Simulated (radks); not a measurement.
Species: Hg3+. Configuration: [Xe] 4f14 5d8.5 6p0.5 (fractional occupations, a model configuration). Calculated with a radial shooting solver on a logarithmic mesh with Libxc functionals: scalar-relativistic Kohn-Sham, PBEsol, spin-polarised, spherical densities, point nucleus; open shells are filled with parallel spins first (spin-orbit coupling, left out, can overturn this in heavy ions).

X-ray form factor f0, the Fourier transform of the density (f0(0) = 77):

| sin(theta)/lambda (1/angstrom) | f0 (electrons) |
|---|---|
| 0.05 | 76.278 |
| 0.1 | 74.257 |
| 0.15 | 71.286 |
| 0.2 | 67.764 |
| 0.25 | 64.024 |
| 0.3 | 60.300 |
| 0.4 | 53.426 |
| 0.5 | 47.611 |
| 0.6 | 42.775 |
| 0.8 | 35.103 |
| 1 | 29.064 |
| 1.25 | 23.262 |
| 1.5 | 19.252 |
| 2 | 14.878 |
